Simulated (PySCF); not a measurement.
## Atomic charges by several schemes

Species: (LiF)2 ring, Li2F2.
Structure used (PBE0-D3(BJ)/def2-SVP), in Å, numbered top down from 1:
```
atom  x, y, z in Å
Li1    0.6941    0.5812    0.6355
F2     0.2244    0.8087   -0.9822
Li3   -0.6942   -0.5814   -0.6351
F4    -0.2243   -0.8085    0.9818
```

Density: PBE0/pcSseg-1 (PySCF); schemes: Mulliken, IAO, Hirshfeld and ESP-fitted. Geometry: PBE0-D3(BJ)/def2-SVP; no solvent, vibrations or thermal averaging.

Give the atomic charges in each scheme.

In e:

```csv
atom,environment,Mulliken,IAO,Hirshfeld,ESP-fitted
Li1,lithium bonded to 2 F,+0.681,+0.897,+0.513,+0.800
F2,fluorine bonded to 2 Li,-0.681,-0.897,-0.513,-0.800
Li3,lithium bonded to 2 F,+0.681,+0.897,+0.513,+0.800
F4,fluorine bonded to 2 Li,-0.681,-0.897,-0.513,-0.800
```

Mean size of the charges over all atoms: IAO 0.897 e, ESP-fitted 0.800 e, Mulliken 0.681 e, Hirshfeld 0.513 e. Each set sums to the total charge, 0, to within 0.001 e. The IAO scheme projects the occupied orbitals on a minimal set of polarised atomic orbitals and counts the electrons in each atom's part of it.

Lowest charge. All schemes agree: Mulliken F2 and F4 (-0.681); IAO F2 and F4 (-0.897); Hirshfeld F2 and F4 (-0.513); ESP-fitted F2 and F4 (-0.800).

Highest charge. All schemes agree: Mulliken Li1 and Li3 (+0.681); IAO Li1 and Li3 (+0.897); Hirshfeld Li1 and Li3 (+0.513); ESP-fitted Li1 and Li3 (+0.800).

How many electrons does the Hirshfeld scheme count on F4?

Z − q = 9 − (-0.513) = 9.513.

Sum the charges by element.

```tsv
element	atoms	Mulliken	IAO	Hirshfeld	ESP-fitted
Li	2	+1.361	+1.794	+1.026	+1.600
F	2	-1.361	-1.794	-1.026	-1.600
```

The run behind these numbers computed NMR shieldings as well. Hardware: an x86-64 server with one thread, shared host. Cost: 1.7 s.
